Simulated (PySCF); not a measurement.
# A ladder of Hamiltonians for Cl⁵⁺ (chlorine, charge +5)

Occupied: 1s1/2, 2s1/2, 2p1/2, 2p3/2, 3s1/2. Hartree-Fock calculated with PySCF 2.14 in an uncontracted even-tempered set (19 s from 0.08 bohr⁻², ratio 2.7; 13 p from 0.096 bohr⁻², ratio 2.7), Gaussian nucleus throughout. NR is non-relativistic, sf-X2C the spin-free one-electron X2C Hamiltonian, X2C adds the bare one-electron spin-orbit term, X2C-SNSO screens it by Boettger's factors, DC is four-component Dirac-Coulomb, and the Gaunt and Breit terms are added at first order (total energies over the DC spinors, levels after relaxing the spinors in that mean field). QED terms are absent. Levels marked empty are virtual spinors of this ion; the basis has s and p functions only, so 3d, which can lie below the n = 4 levels, is absent.

| Hamiltonian | E (hartree) |
| --- | --- |
| NR | -452.4024 |
| sf-X2C | -453.8171 |
| X2C | -453.8185 |
| X2C-SNSO | -453.8182 |
| DC | -453.8599 |
| DC+Gaunt | -453.7444 |
| DC+Breit | -453.7529 |

```json
{"level (eV)": "1s1/2", "NR": "-2942.3", "sf-X2C": "-2952.6", "X2C": "-2952.6", "X2C-SNSO": "-2952.6", "DC": "-2953.4", "DC+Gaunt": "-2951.5", "DC+Breit": "-2951.6"}
{"level (eV)": "2s1/2", "NR": "-372.81", "sf-X2C": "-374.69", "X2C": "-374.69", "X2C-SNSO": "-374.69", "DC": "-374.75", "DC+Gaunt": "-374.65", "DC+Breit": "-374.65"}
{"level (eV)": "2p1/2", "NR": "-303.63", "sf-X2C": "-303.72", "X2C": "-305.09", "X2C-SNSO": "-304.93", "DC": "-304.93", "DC+Gaunt": "-304.74", "DC+Breit": "-304.76"}
{"level (eV)": "2p3/2", "NR": "-303.63", "sf-X2C": "-303.72", "X2C": "-303.04", "X2C-SNSO": "-303.12", "DC": "-303.15", "DC+Gaunt": "-303.03", "DC+Breit": "-303.05"}
{"level (eV)": "3s1/2", "NR": "-94.862", "sf-X2C": "-95.152", "X2C": "-95.152", "X2C-SNSO": "-95.152", "DC": "-95.160", "DC+Gaunt": "-95.145", "DC+Breit": "-95.146"}
{"level (eV)": "3p1/2 (empty)", "NR": "-66.472", "sf-X2C": "-66.486", "X2C": "-66.637", "X2C-SNSO": "-66.619", "DC": "-66.617", "DC+Gaunt": "-66.596", "DC+Breit": "-66.600"}
{"level (eV)": "3p3/2 (empty)", "NR": "-66.472", "sf-X2C": "-66.486", "X2C": "-66.412", "X2C-SNSO": "-66.421", "DC": "-66.423", "DC+Gaunt": "-66.411", "DC+Breit": "-66.414"}
{"level (eV)": "4s1/2 (empty)", "NR": "-35.085", "sf-X2C": "-35.162", "X2C": "-35.162", "X2C-SNSO": "-35.162", "DC": "-35.164", "DC+Gaunt": "-35.160", "DC+Breit": "-35.160"}
```

Q: How large are the two-electron picture-change error of X2C and the Breit correction in the total energy?

A: X2C-1e lies 0.0414 hartree above Dirac-Coulomb; Gaunt adds 0.1155 and the full Breit term 0.1071 hartree.

```json
{"interval (eV)": "2p3/2 − 2p1/2", "X2C": "2.053", "X2C-SNSO": "1.810", "DC": "1.780", "DC+Gaunt": "1.707", "DC+Breit": "1.707"}
{"interval (eV)": "3p3/2 − 3p1/2", "X2C": "0.2250", "X2C-SNSO": "0.1984", "DC": "0.1942", "DC+Gaunt": "0.1857", "DC+Breit": "0.1858"}
```

Weight of the small component: 1s1/2 0.00367, 2s1/2 0.000591, 2p1/2 0.000557, 2p3/2 0.000554, 3s1/2 0.000120, 3p1/2 9.80e-05, 3p3/2 9.76e-05, 4s1/2 3.99e-05.

Koopmans' value for the highest occupied level at DC+Breit: 95.146 eV, against an ionisation energy of 96.94 ± 0.04 eV (semi-empirical (NIST evaluation); NIST Atomic Spectra Database, ionization energies); the former lacks relaxation, correlation, QED and recoil.

The whole ladder took 62 s of wall time on 1 thread of Neoverse-V2 (shared host), launched as `OMP_NUM_THREADS=1 python relrun2.py TASK.json OUT` (a driver that calls PySCF for each Hamiltonian).

Dirac-Coulomb iterations, started from the X2C spinors:

```
with_ssss True, with_gaunt False, with_breit False
light speed = 137.03599967994
init E= -453.764669110043
cycle= 1 E= -453.859909915069  delta_E= -0.0952  |g|= 0.046  |ddm|= 0.00783
cycle= 2 E= -453.85991266012  delta_E= -2.75e-06  |g|= 0.0013  |ddm|= 0.00168
cycle= 3 E= -453.859912720291  delta_E= -6.02e-08  |g|= 0.000223  |ddm|= 0.00037
cycle= 4 E= -453.859912722175  delta_E= -1.88e-09  |g|= 1.34e-06  |ddm|= 5.08e-05
```
